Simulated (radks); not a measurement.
Values are calculated unless marked as measured or tabulated.
Polarisability of the tungsten ion W5+, [Xe] 4f14 5d1, at imaginary frequency. Code: a radial shooting solver on a logarithmic mesh with Libxc functionals. Model: scalar-relativistic Kohn-Sham, PBE, spin-polarised, spherical densities, finite nucleus; open shells are filled with parallel spins first (spin-orbit coupling, left out, can overturn this in heavy ions); Fermi nuclear charge, rms radius 5.3658 fm. Response by self-consistent Sternheimer equations with the Hartree and adiabatic LDA kernel, the relativistic mass of each level held fixed and spin-orbit coupling left out.

w (hartree)  alpha1(iw) (bohr^3)
0.00266                    3.035
0.0143                     3.035
0.0360                     3.033
0.0697                     3.026
0.118                      3.010
0.186                      2.976
0.280                      2.909
0.413                      2.787
0.605                      2.585
0.892                      2.278
1.35                       1.843
2.12                       1.296
3.59                      0.7420
6.94                      0.3230
17.5                     0.08692

Static values: alpha1 = 3.035 bohr^3 (0.4497 angstrom^3; uncoupled 4.812). C6 = 12.55, triple-dipole C9 = 26.17 atomic units. One-pole (London) frequency 4 C6 / (3 alpha1^2) = 1.817 hartree, against 2.107 for minus the highest occupied eigenvalue.
